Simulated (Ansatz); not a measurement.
Stepwise reaction of `[Br][Ge][Br]` with hydrogen, as a gas-phase model of exchange steps in deposition or etching. ΔE in kJ/mol; ΔG adds harmonic PBE0-D4 terms to CCSD(T)/CBS, at 1 bar.

Gas-phase electronic energies from Ansatz, PBE0-D4/def2-TZVP geometries. CCSD(T)/CBS is the MP2 limit (def2-TZVPP, def2-QZVPP) plus CCSD(T) − MP2 in def2-TZVPP, frozen cores. This one scheme is used for every species. DFT in def2-TZVPP. B3LYP here is the variant with VWN-RPA as its local correlation; programs differ in this. For Br, Ge outer-core shells are correlated without core-valence functions, which leaves a few kJ/mol of doubt a bond. Scalar relativity is left out up to krypton.

```
step                                 reaction  PBE-D4  B3LYP-D4  ωB97M-V  CCSD(T)/CBS  ΔG(500 K)
   1  `[Br][Ge][Br]` + H₂ → `[GeH][Br]` + HBr   137.5     134.2    124.9        127.8      115.8
   2        `[GeH][Br]` + H₂ → `[GeH2]` + HBr   128.2     124.5    117.3        119.1      112.8
```

Question: By hand: ΔE of the 2 steps together at CCSD(T)/CBS.

Answer: (127.8) + (119.1) = 246.9 kJ/mol, or 123.4 kJ/mol a step.

In ΔE each step is lower than the one before. All are uphill at CCSD(T)/CBS. ΔG lies between 112.8 and 115.8 kJ/mol a step. PBE-D4 differs from CCSD(T)/CBS by 9.1 to 9.7 kJ/mol a step. Isolated molecules leave out the surface, adducts and barriers. Largest T1 diagnostic: 0.012.
